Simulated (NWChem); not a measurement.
# iodine monochloride (ICl); SMILES ClI

```xyz
2

Cl     0.0000     0.0000     1.7851
I      0.0000     0.0000    -0.5990
```
Atoms are numbered in this order, from 1.

Geometry: optimised at PBE-D3(BJ)/def2-SVP. def2 effective core potentials on I; no spin-orbit coupling.

### Question
List the 6 lowest vertical singlet excitations from B3LYP/def2-SVPD with def2 effective core potentials on I, TDA (NWChem).

### Answer
| state | energy (eV) | oscillator strength | leading excitation (squared amplitude) |
|---|---|---|---|
| S1 | 2.38 | 0.000 | HOMO → LUMO (1.00) |
| S2 | 2.38 | 0.000 | HOMO−1 → LUMO (1.00) |
| S3 | 4.48 | 0.001 | HOMO−2 → LUMO (1.00) |
| S4 | 4.48 | 0.001 | HOMO−3 → LUMO (1.00) |
| S5 | 7.07 | 0.075 | HOMO−1 → LUMO+1 (0.97) |
| S6 | 7.07 | 0.075 | HOMO → LUMO+1 (0.97) |
